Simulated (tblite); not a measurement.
Compound: C8H9F.
Atom-mapped SMILES: `[CH2:1]=[C:2]1[CH:3]=[CH:4][C:5]([CH2:6][CH3:7])=[C:8]1[F:9]` (hydrogens: H10, H11 on C1; H12 on C3; H13 on C4; H14, H15 on C6; H16, H17, H18 on C7)

A start from a force field or distance geometry was refined with GFN2-xTB geometry optimisation, gas phase in tblite 0.8.0. Values at the start:

```json
{"coordinate": "C1=C2", "start": "1.341 Å"}
{"coordinate": "C1–H10", "start": "1.074 Å"}
{"coordinate": "C1–H11", "start": "1.082 Å"}
{"coordinate": "C2–C3", "start": "1.442 Å"}
{"coordinate": "C2–C8", "start": "1.449 Å"}
{"coordinate": "C3=C4", "start": "1.340 Å"}
{"coordinate": "C3–H12", "start": "1.074 Å"}
{"coordinate": "C4–C5", "start": "1.480 Å"}
{"coordinate": "C4–H13", "start": "1.075 Å"}
{"coordinate": "C5–C6", "start": "1.486 Å"}
{"coordinate": "C5=C8", "start": "1.339 Å"}
{"coordinate": "C6–C7", "start": "1.509 Å"}
{"coordinate": "C6–H14", "start": "1.127 Å"}
{"coordinate": "C7–H16", "start": "1.123 Å"}
{"coordinate": "C7–H18", "start": "1.124 Å"}
{"coordinate": "C8–F9", "start": "1.376 Å"}
{"coordinate": "C1–C2–C8", "start": "124.7°"}
{"coordinate": "C2–C3–C4", "start": "110.0°"}
{"coordinate": "C2–C8–C5", "start": "108.0°"}
{"coordinate": "C2–C8–F9", "start": "125.5°"}
{"coordinate": "C3–C2–C8", "start": "106.0°"}
{"coordinate": "C3–C4–C5", "start": "106.6°"}
{"coordinate": "C4–C5–C6", "start": "121.7°"}
{"coordinate": "C4–C5–C8", "start": "109.4°"}
{"coordinate": "C2–C3–C4–C5", "start": "1°"}
{"coordinate": "C3–C4–C5–C6", "start": "180°"}
{"coordinate": "C4–C5–C6–C7", "start": "-61°"}
```

Question: How do these coordinates change at the GFN2-xTB level?

Answer: 
```tsv
coordinate	GFN2-xTB (Å or °)	change
C7–H18	1.088	-0.036
C6–H14	1.092	-0.035
C7–H16	1.088	-0.035
C8–F9	1.345	-0.031
C6–C7	1.530	+0.021
C2–C3	1.462	+0.020
C4–C5	1.464	-0.016
C2–C8	1.463	+0.014
C5=C8	1.346	+0.007
C1=C2	1.334	-0.007
C1–H11	1.078	-0.004
C5–C6	1.490	+0.004
C1–H10	1.077	+0.003
C3=C4	1.343	+0.003
C3–H12	1.073	-0.001
C4–H13	1.075	0.000
C3–C4–C5	110.2	+3.6
C2–C8–F9	122.3	-3.2
C4–C5–C6	124.7	+3.0
C4–C5–C8	106.5	-2.9
C2–C8–C5	110.6	+2.6
C1–C2–C8	127.2	+2.5
C3–C2–C8	104.3	-1.7
C2–C3–C4	108.5	-1.5
C4–C5–C6–C7	-70	-9
C3–C4–C5–C6	179	-1
C2–C3–C4–C5	0	-1
```

The energy falls by 27.7 kJ/mol over 102 L-BFGS steps, the largest force on an atom goes from 1.69 to 0.010 eV/Å, and the atoms move by 0.228 Å rms after alignment. Among the bonds, C6–H14, C7–H16 and C7–H18 change most and about equally (-0.036 to -0.035 Å). Bonds longer at the end by more than 0.005 Å: 4 of 18; shorter: 8. Among the dihedrals that turn most is C5–C6–C7–H17, from 81° to 59°. Rotational constants go from 2867, 1279, 934.3 to 2897, 1265, 943.1 MHz.

Hardware: an Arm Neoverse V1 with one thread, shared host.

Its GFN2-xTB frequencies are all real (lowest 48 cm⁻¹). The numbers are those of one conformer.

These are computed values.
